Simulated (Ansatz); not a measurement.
Ansatz results at the PBE0-D4/def2-TZVP geometry: HOMO–LUMO gap (PBE/def2-TZVPP) 5.07 eV; HOMO energy (PBE0/def2-TZVPP) -8.29 eV; HOMO–LUMO gap (B3LYP/def2-TZVPP) 6.60 eV.

Each molecule was computed in one conformer, which needn't be the lowest.

Q: Which molecule gave them?
A. `C[O][Al]([CH3])[OH]`
B. `C[O][AlH][SH]`
C. `[F][Al]([SH])[Br]`
D. `[Cl][AlH][GeH3]`

A: C. The others give `C[O][Al]([CH3])[OH]`: 5.62, -7.95, 7.45; `C[O][AlH][SH]`: 5.12, -7.70, 6.66; `[Cl][AlH][GeH3]`: 3.98, -7.79, 5.44.

B3LYP here is the variant with VWN-RPA as its local correlation; programs differ in this.
